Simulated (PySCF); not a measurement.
C4H7O2P.
Atom-mapped SMILES: `[CH2:1]=[CH:2][PH:3][C:4](=[O:5])[O:6][CH3:7]` (hydrogens: H8, H9 on C1; H10 on C2; H11 on P3; H12, H13, H14 on C7)

Structure used (GFN2-xTB), in Å, numbered top down from 1:
```xyz
14
C4H7O2P angstrom
C     -2.6436    0.2737   -0.8556
C     -1.6739    0.5721   -0.0066
P     -1.0637   -0.5423    1.2903
C      0.6360   -0.7745    0.6045
O      1.1472   -1.8346    0.3712
O      1.2162    0.4145    0.4838
C      2.5664    0.4346    0.0297
H     -3.1216   -0.6927   -0.8585
H     -3.0027    0.9867   -1.5801
H     -1.2128    1.5520    0.0020
H     -1.5461   -1.7313    0.7442
H      2.8880    1.4716    0.0777
H      3.1880   -0.1932    0.6704
H      2.6218    0.0630   -0.9952
```

Computed with TDDFT CAM-B3LYP/def2-SVPD, vertical, gas phase, core orbitals frozen in the response (PySCF 2.14.0, density-fitted response routines).

Transition dipole moments from the ground state, in atomic units and in the frame of the coordinates above (overall signs are arbitrary), for the states with f of 0.002 or more among the lowest 7:

```tsv
state	E (hartree)	μx	μy	μz
S1	0.1959	0.281	-0.054	-0.255
S2	0.2212	0.875	-0.327	0.795
S3	0.2402	0.368	-0.103	-0.153
S4	0.2458	-0.349	-0.222	-0.126
S5	0.2537	-0.368	0.190	-0.270
S6	0.2618	-0.333	-0.039	0.140
S7	0.2682	-0.764	-0.068	-0.141
```

Work out the oscillator strengths.

f = (2/3) ΔE |μ|² with ΔE in hartree (27.2114 eV).

| state | \|μ\|² (au) | \|μ\| (D) | f |
| --- | --- | --- | --- |
| S1 | 0.147 | 0.97 | 0.019 |
| S2 | 1.504 | 3.12 | 0.222 |
| S3 | 0.169 | 1.05 | 0.027 |
| S4 | 0.187 | 1.10 | 0.031 |
| S5 | 0.245 | 1.26 | 0.041 |
| S6 | 0.132 | 0.92 | 0.023 |
| S7 | 0.608 | 1.98 | 0.109 |

What angle do the transition dipoles of S1 and S4 make?

|cos θ| = |μa·μb| / (|μa| |μb|) = 0.33, so θ ≈ 71° (taken between 0 and 90°, since the signs are arbitrary).

How is the summed strength of these states shared among x, y and z?

(2/3) Σ ΔE μα² gives 0.311 for x, 0.033 for y and 0.127 for z, 0.472 in all.

What peak molar absorption coefficient would the strongest computed level give as a lone Gaussian band 0.4 eV wide at half height?

ε(max) = 2.175×10⁸ f / FWHM, with the width in cm⁻¹. S2: 2.175×10⁸ × 0.2218 / 3226 ≈ 15000 L mol⁻¹ cm⁻¹.

One conformer stands for the species.
